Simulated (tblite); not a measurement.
Compound: isovaleryl chloride, C5H9ClO.
Atom-mapped SMILES: `[CH3:1][CH:2]([CH3:3])[CH2:4][C:5](=[O:6])[Cl:7]` (hydrogens: H8, H9, H10 on C1; H11 on C2; H12, H13, H14 on C3; H15, H16 on C4)

Geometry (GFN2-xTB, Å), atoms numbered from 1 in this order:
```
atom  x, y, z in Å
C1    -1.1879    1.1822    0.7292
C2    -0.3414   -0.0491    0.4180
C3    -1.0740   -0.9788   -0.5455
C4     1.0050    0.3884   -0.1750
C5     1.9991   -0.7190   -0.2260
O6     1.9426   -1.8040    0.2404
Cl7    3.4639   -0.2301   -1.1186
H8    -2.1459    0.8849    1.1475
H9    -0.6877    1.8268    1.4484
H10   -1.3742    1.7547   -0.1770
H11   -0.1459   -0.5930    1.3473
H12   -1.2812   -0.4707   -1.4853
H13   -0.4772   -1.8631   -0.7510
H14   -2.0192   -1.2985   -0.1145
H15    0.8707    0.7929   -1.1805
H16    1.4457    1.1854    0.4312
```

Level: GFN2-xTB in tblite, geometry and Hessian alike; calculated harmonic values, unscaled, isolated species. This tight-binding method is rough: wavenumbers can miss measured ones by several per cent, in bad cases by 10 to 20. One conformer, not necessarily the lowest.

Harmonic wavenumbers (cm⁻¹): 35.7, 81.7, 145.6, 209.0, 238.6, 269.3, 337.5, 401.9, 435.0, 448.8, 484.0, 722.2, 855.2, 886.1, 951.6, 964.3, 992.5, 1006.6, 1086.9, 1154.0, 1182.8, 1205.1, 1266.5, 1323.8, 1337.2, 1409.4, 1413.8, 1425.2, 1492.6, 1498.9, 1503.0, 1508.5, 1846.9, 2950.0, 2954.1, 2979.9, 3027.9, 3034.8, 3036.6, 3045.9, 3051.7, 3056.7.

A = 4361, B = 1086, C = 972.2 MHz; mass 120.034 u (most abundant isotopes); point group C1, symmetry number 1.

Problem. What is the zero-point energy?

Solution. Half the sum of the wavenumbers: 28629 cm⁻¹ = 81.86 kcal/mol.

Problem. Give the ideal-gas entropy at 350 K and 1 bar in the rigid-rotor, harmonic-oscillator model (classical rotation).

Solution. Translation 41.09, rotation 29.11, vibration 27.56: S = 97.8 cal/(mol K).

Problem. And Cp and H(350 K) − H(0)?

Solution. Cp = 35.69 cal/(mol K), of which vibrations give 27.74 (their classical limit is 42 R = 83.5); H(350 K) − H(0) = 7.76 kcal/mol without the zero-point energy, 4.97 from vibrations.

Problem. What must be added to the electronic energy to get the Gibbs energy at 350 K and 1 bar?

Solution. ZPE + [H(350 K) − H(0)] − T·S = 81.86 + 7.76 − 34.21 = 55.41 kcal/mol.

Problem. Which modes carry the vibrational entropy at 350 K?

Solution. 35.7 cm⁻¹: 5.80; 81.7 cm⁻¹: 4.16; 145.6 cm⁻¹: 3.04; 209.0 cm⁻¹: 2.35; 238.6 cm⁻¹: 2.10; 269.3 cm⁻¹: 1.88 cal/(mol K); the other 36 give 8.22 together.

Hindered rotation and anharmonicity are outside this model. Other conformers, if any are populated, would add a mixing term that is left out. The structure is chiral; the term R ln 2 for an equal mix with its mirror image is left out.
